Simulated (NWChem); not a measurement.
# GeSiH$_{3}$F, singlet; SMILES [F][Ge][SiH3]

```xyz
6

Ge    -0.4282     0.6774     0.0000
F      1.2871     1.0963     0.0000
Si     0.0991    -1.7654     0.0000
H      0.9166    -2.0890     1.2148
H      0.9229    -2.0879    -1.2108
H     -1.1100    -2.6513    -0.0034
```
Atoms are numbered in this order, from 1.

All runs: NWChem. Low-valent species are run as closed-shell singlets; no triplet was tried in these runs. All runs use the structure optimised with PBE0/def2-SVP.

**Question.** Taking PBE/pcseg-2 as the yardstick, which of these has the fewest basis functions while keeping “dipole (D)” within 0.2 D of it: PBE/pcseg-1; PBE/def2-SVP; PBE/aug-pcseg-1; PBE/STO-3G?

**Answer.** PBE/pcseg-1 (a larger set in the list lies outside the tolerance).
```csv
level,basis functions,dipole (D)
PBE/STO-3G,35,0.62
PBE/pcseg-1,74,1.64
PBE/def2-SVP,79,1.45
PBE/aug-pcseg-1,113,1.66
PBE/pcseg-2,149,1.71
```

The yardstick is one finite set, not the basis-set limit.
